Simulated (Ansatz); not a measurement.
Mulliken charges of CH4BFO2, SMILES `COB(O)F` from r2SCAN/def2-TZVPP in Ansatz (PBE0-D4/def2-TZVP geometry).

| atom | x (Å) | y (Å) | z (Å) | charge (e) |
| --- | --- | --- | --- | --- |
| C1 | -1.106 | -0.372 | -0.703 | 0.022 |
| O2 | 0.248 | -0.721 | -0.492 | -0.313 |
| B3 | 1.042 | -0.037 | 0.350 | 0.514 |
| O4 | 0.604 | 1.039 | 1.061 | -0.338 |
| F5 | 2.306 | -0.450 | 0.475 | -0.283 |
| H6 | -1.246 | -0.124 | -1.757 | 0.061 |
| H7 | -1.732 | -1.232 | -0.460 | 0.061 |
| H8 | -1.406 | 0.479 | -0.090 | 0.062 |
| H9 | 1.289 | 1.417 | 1.617 | 0.215 |

Q: By hand: the dipole of these point charges (1 e Å = 4.8032 D).

A: Σ q r = (-0.415, 0.226, 0.032) e Å, of length 0.474 e Å = 2.28 D.

Q: How does the dipole of the full density compare? (An estimate is asked.)

A: The calculation gave: (-0.223, 0.250, 0.121) e Å, 1.71 D; the point charges give 1.33 times that, at 25° from its direction.

Point charges leave out the atoms' own dipoles, such as those of lone pairs, and Mulliken's split depends on the basis, so the two needn't agree.
